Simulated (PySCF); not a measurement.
## Excitation energy of Ga by level of theory

Ga [Ar] 3d10 4s2 4p1 (2P) → Ga [Ar] 3d10 4s2 5s1 (2S), as a difference of total energies. Calculation: PySCF 2.14, in dyall-av2z; the non-relativistic Hamiltonian (point nucleus). Correlated levels: valence: [Ar] 3d10 frozen; virtual orbitals above 40 to 60 times the deepest correlated orbital energy dropped. The calculations carry no spin-orbit coupling.

| method | excitation energy (cm⁻¹) |
| --- | --- |
| UHF | 24092 |
| LDA | 24731 |
| PBE | 24067 |
| HSE06 | 24648 |
| B97-3 | 24404 |
| wB97X-V | 25571 |
| BP86 | 24678 |
| MP2 (valence) | 24158 |
| SCS-MP2 (valence) | 24120 |

**Question.** Estimate what PBE0 gives.

**Answer.** 24623 cm⁻¹, closest to HSE06 among the rows shown.

**Question.** Estimate what r2SCAN gives.

**Answer.** 26261 cm⁻¹, closest to wB97X-V among the rows shown.

These non-relativistic numbers lack the scalar-relativistic shift.

Errors of the correlated levels include the incompleteness of this basis and the frozen core.

For comparison: 24238 cm⁻¹ (measured; NIST levels, between the centres of gravity of the two terms).
